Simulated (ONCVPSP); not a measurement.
**Gd, ONCV: configuration errors across variants**

ONCVPSP 4.0.1 input, shortened (lines: element, Z, core and valence counts, functional; n l f; lmax; l rc ep ncon nbas qcut; lloc lpopt rc5 dvloc0; l nproj debl; icmod fcfact rcfact), PBE, scalar-relativistic:

```
  Gd 64.00   10    5        4      upf
    1    0    2.00
    2    0    2.00
    2    1    6.00
    3    0    2.00
    3    1    6.00
    3    2   10.00
    4    0    2.00
    4    1    6.00
    4    2   10.00
    4    3    7.00
    5    0    2.00
    5    1    6.00
    5    2    1.00
    6    0    1.00
    6    1    1.00
    2
    0    2.40    0.00    4    7    4.80
    1    2.40    0.00    4    8    7.10
    2    2.70    0.00    5   10    5.80
    4    5    2.20    0.00
    0    3    3.30
    1    2    3.90
    2    2    1.00
    3    4.00    1.10
```

All-electron excitation energies from the reference (eV): (1) 5s2 5p6 5d1 6s2 6p0 -2.869; (2) 5s2 5p6 5d1 6s1 6p0 3.777; (3) 5s2 5p6 5d1 6s0 6p0 15.876; (4) 5s2 5p6 5d1 6s0 6p2 3.009.

1 further variants failed, have other tests or too few solved ones, and are left out.

A true bound ghost makes a file unfit for plane-wave use even where its test errors are small: the radial tests pick states by their node count and pass the ghost by.

Errors AE − PS in meV (a dash: test not solved or not reliable):

```tsv
change	(1)	(2)	(3)	(4)	bound ghosts	GHOST(+) flags above zero
base	+1.4	+0.7	+10.0	+0.4	none	s
all radii but the core radius scaled by about 0.77 (s 1.84, p 1.84, d 2.08 bohr); local potential polynomial inside 1.68 bohr (lpopt 5, dvloc0 0 Ha)	+1.7	+0.8	+11	+0.7	none	s
all radii but the core radius scaled by about 0.85 (s 2.04, p 2.04, d 2.28 bohr); local potential polynomial inside 1.86 bohr (lpopt 5, dvloc0 0 Ha)	+1.6	+0.8	+11	+0.5	none	s
all radii but the core radius scaled by about 0.92 (s 2.20, p 2.20, d 2.48 bohr); local potential polynomial inside 2.02 bohr (lpopt 5, dvloc0 0 Ha)	+1.7	+0.8	+9.7	+0.3	p	s
all radii but the core radius scaled by about 0.96 (s 2.30, p 2.30, d 2.58 bohr); local potential polynomial inside 2.10 bohr (lpopt 5, dvloc0 0 Ha)	+1.4	+0.8	+10	+0.4	none	s
all radii but the core radius scaled by about 1.13 (s 2.72, p 2.72, d 3.06 bohr); local potential polynomial inside 2.48 bohr (lpopt 5, dvloc0 0 Ha)	+1.3	+0.7	+9.6	+0.2	none	none
all radii but the core radius scaled by about 1.19 (s 2.86, p 2.86, d 3.22 bohr); local potential polynomial inside 2.62 bohr (lpopt 5, dvloc0 0 Ha)	+1.2	+0.7	+9.1	+0.1	none	none
all radii but the core radius scaled by about 1.26 (s 3.02, p 3.02, d 3.40 bohr); local potential polynomial inside 2.76 bohr (lpopt 5, dvloc0 0 Ha)	+1.6	+0.7	+10	+0.7	none	none
```

(1) Give the same row for: all radii but the core radius scaled by about 1.07 (s 2.56, p 2.56, d 2.88 bohr); local potential polynomial inside 2.36 bohr (lpopt 5, dvloc0 0 Ha).

Answers

(1) +1.4, +0.7, +9.8, +0.3; bound ghosts: none; GHOST(+) flags above zero: none.
